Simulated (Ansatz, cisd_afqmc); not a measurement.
System: C4H4, charge 0, singlet. C4H4 (SMILES C#CC=C).
B3LYP-D3(BJ)/def2-TZVP minimum from Ansatz (a quantum-chemistry and plane-wave program):
```xyz
8

C      0.7841     0.3519     1.7050
C      0.1337     0.1715     0.7093
C     -0.6663    -0.0317    -0.4457
C     -0.1920    -0.4103    -1.6337
H      1.3659     0.5090     2.5795
H     -1.7311     0.1403    -0.3221
H      0.8633    -0.5899    -1.7905
H     -0.8553    -0.5483    -2.4766
```

Atomisation energy term by term, kcal/mol (programs: Ansatz, cisd_afqmc). Radicals and triplets start from unrestricted determinants; spin-orbit coupling is neglected. Cores are frozen in correlated methods. Rows without X2C or -DK are non-relativistic. The Monte Carlo rows (phaseless AFQMC, CISD trial, step 0.005/hartree) carry one-sigma bars that omit the constraint's bias. Outlying blocks are dropped, and bars are widened where a walk drifts. Over all cases where full CI ran beside it in this data, AFQMC minus full CI had a median of +0.1 mEh and passed +0.4 mEh in a tenth of the cases. CBS(X,Y): correlation extrapolated as X^-3, Hartree-Fock from the larger set. A bracket is a step between two methods taken in the basis named. 'core' is core correlation in cc-pwCVTZ, 'X2C' scalar relativity in cc-pVTZ-DK, both at CCSD(T). Where a partner has so few electrons that a lower coupled-cluster level is exact, that level stands in. The restricted determinant of C4H4 (C#CC=C, singlet) is unstable towards broken spin symmetry in at least one set run.

| term | basis | kcal/mol |
|---|---|---|
| Hartree-Fock | cc-pVQZ | 628.13 |
| CCSD correlation | CBS(cc-pVTZ,cc-pVQZ) | 204.48 |
| (T) | CBS(cc-pVTZ,cc-pVQZ) | 17.28 |
| CCSDT(Q) - CCSD(T) | cc-pVDZ | 0.82 |
| core correlation | cc-pwCVTZ | 4.65 |
| scalar relativity | X2C, cc-pVTZ-DK | -0.61 |
| sum: De |  | 854.7 |

The step beyond CCSD(T) by other levels: AFQMC/CISD in cc-pVTZ 0.11 ± 0.27 kcal/mol.
